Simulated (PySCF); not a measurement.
WO2F, SMILES [O]=[W+](=[O])[F], charge +1, multiplicity 1. The structure is a stationary point at PBE0-D3(BJ)/def2-TZVP. The multiplicity is an assumed one; other spin states were not compared. The isomer is the one that the SMILES or the coordinates give; other isomers of the formula were not compared. The def2 effective core potentials stand for the cores of W; spin–orbit coupling is left out.

Computed equilibrium geometry at PBE0-D3(BJ)/def2-TZVP (PySCF confirms it by a frequency run) as bond lengths and angles, and its point group:
point group Cs.
Atoms: W1 O2 O3 F4. Bonds (Å): W1–O2 1.667, W1–O3 1.667, W1–F4 1.807. Angles (°): O2–W1–O3 103.6, O2–W1–F4 105.8, O3–W1–F4 105.8.
Charge +1, spin multiplicity 1.
